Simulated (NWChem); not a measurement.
System: C₄H₄OS; SMILES Oc1cccs1

The following NWChem deck was run.

```
start job
memory heap 200 mb stack 900 mb global 1100 mb
geometry units angstroms noautosym nocenter noautoz
  O     -0.158551    -2.157826     0.000000
  C     -0.225845    -0.816556     0.000000
  C     -1.376471    -0.074371     0.000000
  C     -1.108157     1.325410     0.000000
  C      0.223872     1.627783     0.000000
  S      1.189901     0.193790     0.000000
  H      0.758039    -2.451971     0.000000
  H     -2.366973    -0.528463     0.000000
  H     -1.887524     2.089211     0.000000
  H      0.705863     2.603655     0.000000
end
basis spherical
  O library def2-svpd
  C library def2-svpd
  S library def2-svpd
  H library def2-svpd
end
dft
  xc pbe0
  iterations 150
end
property
  response 1 0.0
end
task dft property
```

Parts of the log:

```
             Northwest Computational Chemistry Package (NWChem) 7.3.0
             --------------------------------------------------------

                             Geometry "geometry" -> ""
                             -------------------------

 Output coordinates in angstroms (scale by  1.889725989 to convert to a.u.)

  No.       Tag          Charge          X              Y              Z
 ---- ---------------- ---------- -------------- -------------- --------------
    1 O                    8.0000    -0.15855100    -2.15782600     0.00000000
    2 C                    6.0000    -0.22584500    -0.81655600     0.00000000
    3 C                    6.0000    -1.37647100    -0.07437100     0.00000000
    4 C                    6.0000    -1.10815700     1.32541000     0.00000000
    5 C                    6.0000     0.22387200     1.62778300     0.00000000
    6 S                   16.0000     1.18990100     0.19379000     0.00000000
    7 H                    1.0000     0.75803900    -2.45197100     0.00000000
    8 H                    1.0000    -2.36697300    -0.52846300     0.00000000
    9 H                    1.0000    -1.88752400     2.08921100     0.00000000
   10 H                    1.0000     0.70586300     2.60365500     0.00000000

 Effective nuclear repulsion energy (a.u.)     275.2607042785

                              NWChem Property Module
                              ----------------------

                                 NWChem DFT Module
                                 -----------------

 Summary of "ao basis" -> "ao basis" (spherical)
 ------------------------------------------------------------------------------
       Tag                 Description            Shells   Functions and Types
 ---------------- ------------------------------  ------  ---------------------
 O                         def2-svpd                 9       23   4s3p2d
 C                         def2-svpd                 8       20   4s2p2d
 S                         def2-svpd                11       27   5s4p2d
 H                         def2-svpd                 4        8   2s2p

            General Information
            -------------------
          SCF calculation type: DFT
          Wavefunction type:  closed shell.
          No. of atoms     :    10
          No. of electrons :    52
           Alpha electrons :    26
            Beta electrons :    26
          Charge           :     0
          Spin multiplicity:     1
          Use of symmetry is: off; symmetry adaption is: off
          Maximum number of iterations: 150
          AO basis - number of functions:   162
                     number of shells:    68
          Convergence on energy requested:  1.00D-06
          Convergence on density requested:  1.00D-05
          Convergence on gradient requested:  5.00D-04

              XC Information
              --------------
                         PBE0 Method XC Functional
                     Hartree-Fock (Exact) Exchange  0.250
          PerdewBurkeErnzerhof Exchange Functional  0.750
            Perdew 1991 LDA Correlation Functional  1.000 local
           PerdewBurkeErnz. Correlation Functional  1.000 non-local

             Grid Information
             ----------------
          Grid used for XC integration:  medium
          Radial quadrature: Mura-Knowles
          Angular quadrature: Lebedev.
          Tag              B.-S. Rad. Rad. Pts. Rad. Cut. Ang. Pts.
          ---              ---------- --------- --------- ---------
          O                   0.60       49          12.0       434
          C                   0.70       49          12.0       434
          S                   1.00       88          11.0       590
          H                   0.35       45          13.0       434
          Grid pruning is: on
          Number of quadrature shells:   513
          Spatial weights used:  Erf1

      Superposition of Atomic Density Guess
      -------------------------------------

 Sum of atomic energies:        -624.54331181

      Non-variational initial energy
      ------------------------------

 Total energy =    -628.226257
 1-e energy   =   -1402.822723
 2-e energy   =     499.335761
 HOMO         =      -0.224230
 LUMO         =       0.019440

   convergence    iter        energy       DeltaE   RMS-Dens  Diis-err
 ---------------- ----- ----------------- --------- --------- ---------
 d= 0,ls=0.0,diis     1   -627.4670582905 -9.03D+02  1.59D-02  7.09D-01
 d= 0,ls=0.0,diis     2   -627.4543153010  1.27D-02  1.01D-02  8.43D-01
 d= 0,ls=0.0,diis     3   -627.5412523235 -8.69D-02  2.77D-03  6.72D-02
 d= 0,ls=0.0,diis     4   -627.5488181224 -7.57D-03  9.24D-04  9.96D-03
 d= 0,ls=0.0,diis     5   -627.5500471112 -1.23D-03  2.97D-04  8.72D-04
  Resetting Diis
 d= 0,ls=0.0,diis     6   -627.5501359840 -8.89D-05  9.82D-05  4.11D-05
 d= 0,ls=0.0,diis     7   -627.5501403719 -4.39D-06  9.24D-05  8.77D-06
 d= 0,ls=0.0,diis     8   -627.5501372584  3.11D-06  5.72D-05  3.04D-05
 d= 0,ls=0.0,diis     9   -627.5501415958 -4.34D-06  5.17D-06  1.03D-07
 d= 0,ls=0.0,diis    10   -627.5501416065 -1.07D-08  1.34D-06  1.97D-08

         Total DFT energy =     -627.550141606526
      One electron energy =    -1406.759197654964
           Coulomb energy =      560.953993453862
    Exchange-Corr. energy =      -57.005641683970
 Nuclear repulsion energy =      275.260704278546

 Numeric. integr. density =       52.000018341311

                       DFT Final Molecular Orbital Analysis
                       ------------------------------------

 Vector   24  Occ=2.000000D+00  E=-3.634205D-01
              MO Center=  6.2D-01, -1.4D-02,  3.5D-09, r^2= 3.2D+00
   Bfn.  Coefficient  Atom+Function         Bfn.  Coefficient  Atom+Function
  ----- ------------  ---------------      ----- ------------  ---------------
   115      0.491482   6 S  px               46      0.436158   3 C  s
    66      0.386985   4 C  s               112      0.367064   6 S  px
    28     -0.237966   2 C  px              140     -0.225353   8 H  s
    26     -0.218202   2 C  s               109      0.207327   6 S  px
    48      0.188972   3 C  px              106      0.174437   6 S  s

 Vector   25  Occ=2.000000D+00  E=-2.706694D-01
              MO Center=  5.4D-02,  3.8D-01,  2.0D-10, r^2= 3.1D+00
   Bfn.  Coefficient  Atom+Function         Bfn.  Coefficient  Atom+Function
  ----- ------------  ---------------      ----- ------------  ---------------
   117      0.485422   6 S  pz              114      0.356558   6 S  pz
    50     -0.291018   3 C  pz               70     -0.288530   4 C  pz
   111      0.198196   6 S  pz               53     -0.191032   3 C  pz
    73     -0.163100   4 C  pz              120      0.049523   6 S  pz
    30     -0.030198   2 C  pz

 Vector   26  Occ=2.000000D+00  E=-2.293466D-01
              MO Center= -3.1D-01,  1.5D-01, -6.8D-10, r^2= 3.3D+00
   Bfn.  Coefficient  Atom+Function         Bfn.  Coefficient  Atom+Function
  ----- ------------  ---------------      ----- ------------  ---------------
    90      0.354956   5 C  pz               30     -0.319916   2 C  pz
     7      0.280023   1 O  pz               50     -0.266460   3 C  pz
    93      0.258360   5 C  pz               33     -0.238110   2 C  pz
    10      0.212925   1 O  pz               70      0.185400   4 C  pz
    53     -0.158452   3 C  pz               73      0.103148   4 C  pz

 Vector   27  Occ=0.000000D+00  E=-1.179412D-02
              MO Center=  1.3D+00, -1.2D+00,  5.4D-09, r^2= 5.7D+00
   Bfn.  Coefficient  Atom+Function         Bfn.  Coefficient  Atom+Function
  ----- ------------  ---------------      ----- ------------  ---------------
    27      1.124014   2 C  s                87     -1.119459   5 C  s
   119      0.893334   6 S  py               47     -0.775366   3 C  s
    86     -0.640611   5 C  s               156      0.596839  10 H  s
    67      0.589746   4 C  s               116      0.466481   6 S  py
    66     -0.414348   4 C  s               140     -0.375953   8 H  s

 Vector   28  Occ=0.000000D+00  E=-8.847754D-03
              MO Center= -8.9D-03,  4.1D-01, -6.3D-09, r^2= 4.1D+00
   Bfn.  Coefficient  Atom+Function         Bfn.  Coefficient  Atom+Function
  ----- ------------  ---------------      ----- ------------  ---------------
    30      0.388965   2 C  pz              117     -0.357906   6 S  pz
    90      0.351493   5 C  pz               33      0.345374   2 C  pz
    93      0.316063   5 C  pz               70     -0.252837   4 C  pz
    73     -0.234236   4 C  pz              114     -0.184967   6 S  pz
   120     -0.166430   6 S  pz                7     -0.138728   1 O  pz

 Vector   29  Occ=0.000000D+00  E= 2.712405D-02
              MO Center=  1.6D+00,  3.5D-01, -2.1D-09, r^2= 9.7D+00
   Bfn.  Coefficient  Atom+Function         Bfn.  Coefficient  Atom+Function
  ----- ------------  ---------------      ----- ------------  ---------------
    47      1.641111   3 C  s               156     -1.548519  10 H  s
    27     -1.215852   2 C  s               108      1.208032   6 S  s
    46     -1.034428   3 C  s                 4      0.941482   1 O  s
   132     -0.941769   7 H  s                26      0.827059   2 C  s
    67      0.719197   4 C  s               140     -0.647417   8 H  s

[...]

 DFT Linear Response polarizability / au
 Frequency  =       0.0000000 / au
              X              Y              Z
 -----------------------------------------------
 X      77.8384231     -2.1602229      0.0000000
 Y      -2.1602188     79.7101871     -0.0000000
 Z       0.0000000     -0.0000000     44.4271862
 -----------------------------------------------
 Eigenvalues =      76.4200668     81.1285434     44.4271862
 Isotropic   =      67.3252655
 Anisotropic =      34.5883201
 -----------------------------------------------

 Magnetic Dipole Response Matrix (nonzero elements):

 Exiting AOResponse driver routine
```

Level: PBE0/def2-SVPD. Geometry: optimised at PBE0/def2-SVP.
